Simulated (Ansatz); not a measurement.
Reaction (formal hydrolysis of the Si–Zn bond): `O[SiH2][SiH2][ZnH]` + H₂O → `O[SiH2][SiH2]O` + `[ZnH2]`

Computed with Ansatz on PBE0-D4/def2-TZVP structures; ΔE is electronic, products minus reactants. CCSD(T)/CBS adds triple-zeta CCSD(T) − MP2 to the extrapolated MP2 energy (def2 sets, frozen cores). This one scheme is used for every species. Functionals use def2-TZVPP. For Zn outer-core shells are correlated without core-valence functions, which leaves a few kJ/mol of doubt a bond. Scalar relativity is left out up to krypton. One conformer a species, not always the lowest.

`O[SiH2][SiH2][ZnH]`:

Cartesian coordinates in Å:
```
O -0.454 -1.606 1.522
Si 0.629 -1.258 0.317
Si 0.620 1.006 -0.294
Zn -1.520 1.837 -0.905
H -1.386 -1.536 1.315
H 1.947 -1.674 0.859
H 0.340 -2.071 -0.903
H 1.191 1.808 0.830
H 1.569 1.139 -1.443
H -2.934 2.355 -1.299
```

H₂O:

Cartesian coordinates in Å:
```
O -0.036 0.384 -0.053
H 0.619 -0.200 -0.441
H -0.583 -0.184 0.494
```

`O[SiH2][SiH2]O`:

Cartesian coordinates in Å:
```
O 0.572 -0.579 1.539
Si -0.594 -0.886 0.389
Si -0.070 0.830 -1.136
O 1.290 1.532 -0.515
H 0.620 -1.147 2.310
H -1.961 -0.801 0.982
H -0.448 -2.267 -0.155
H -1.170 1.827 -1.251
H 0.205 0.311 -2.503
H 1.555 1.180 0.340
```

`[ZnH2]`:

Z-matrix (Å, degrees):
```
Zn
H 1 1.544
H 1 1.544 2 180.0
```

```json
{"level": "LC-ωPBE", "ΔE (kJ/mol)": "-47.5"}
{"level": "SCS-MP2/def2-QZVPP", "ΔE (kJ/mol)": "-53.6"}
```

**Question.** What does CCSD(T)/CBS give? (Estimate.)

**Answer.** The calculation gave: -41.7 kJ/mol. The listed levels differ from it by -5.8, -11.9 kJ/mol.

Largest T1 diagnostic among the species: 0.016.

From BLYP to BHLYP (50 % exact exchange), in def2-TZVPP and without D4, ΔE moves by −11.9 kJ/mol. At CCSD(T), def2-SVP lies +5.4 kJ/mol from the extrapolated value and def2-TZVPP −5.1 kJ/mol.
